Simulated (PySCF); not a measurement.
Zr(Br)4, SMILES [Br][Zr]([Br])([Br])[Br] (Br4Zr), singlet (B3LYP/def2-SVP optimised geometry):

```
5

Zr    -0.829    -1.173     0.000
Br    -1.658    -2.347     2.033
Br    -1.659    -2.346    -2.033
Br    -1.660     1.173     0.000
Br     1.660    -1.173     0.000
```

Computed with B3LYP/def2-TZVP, def2 effective core potentials past Kr in PySCF.

What are the frontier orbital energies and the dipole moment?

HOMO-2 -8.63 eV, HOMO-1 -8.63 eV, HOMO -8.63 eV, LUMO -3.15 eV, LUMO+1 -3.14 eV; dipole moment 0.00 D.

On the same geometry PBE/def2-TZVP, def2 effective core potentials past Kr in PySCF gives HOMO-2 -7.66 eV, HOMO-1 -7.66 eV, HOMO -7.66 eV, LUMO -3.67 eV, LUMO+1 -3.67 eV; dipole moment 0.00 D.
